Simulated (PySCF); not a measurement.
C$_{2}$H$_{4}$S$_{3}$, SMILES `C=C(S)SS`, neutral singlet in the gas phase. 

Cartesian coordinates (Å):
```xyz
9

C     -0.1686    -0.4665     1.0392
C     -0.5238     0.2622    -0.0115
S     -2.0670     1.1056    -0.0842
S      0.3330     0.4189    -1.5464
S      2.1816    -0.3690    -1.2234
H      0.7321    -1.0675     1.0218
H     -0.7721    -0.4603     1.9374
H     -1.5921     2.2460    -0.6173
H      1.9039    -1.6516    -1.5318
```
Charge 0, multiplicity 1.

All levels are single points at this geometry (PBE0-D3(BJ)/def2-TZVP); Pople sets use spherical d functions. Orbital energies aren't observables, and empty levels follow the basis.

HF/STO-3G in PySCF gives HOMO (eV) = -6.54.

Q: Estimate the HOMO (eV) from each of these levels: PBE-D3(BJ)/def2-TZVP in PySCF; PBE0-D3(BJ)/def2-TZVP in PySCF; B3LYP/3-21G in PySCF; B3LYP/6-31G* in PySCF; BP86/6-31G* in PySCF; M06-2X/6-31G* in PySCF; HF/3-21G in PySCF; HF/6-31G* in PySCF.

A: 
```json
[
 {"level": "PBE-D3(BJ)/def2-TZVP in PySCF", "HOMO (eV)": "-5.66"},
 {"level": "PBE0-D3(BJ)/def2-TZVP in PySCF", "HOMO (eV)": "-6.75"},
 {"level": "B3LYP/3-21G in PySCF", "HOMO (eV)": "-6.56"},
 {"level": "B3LYP/6-31G* in PySCF", "HOMO (eV)": "-6.39"},
 {"level": "BP86/6-31G* in PySCF", "HOMO (eV)": "-5.62"},
 {"level": "M06-2X/6-31G* in PySCF", "HOMO (eV)": "-7.78"},
 {"level": "HF/3-21G in PySCF", "HOMO (eV)": "-9.40"},
 {"level": "HF/6-31G* in PySCF", "HOMO (eV)": "-9.13"}
]
```
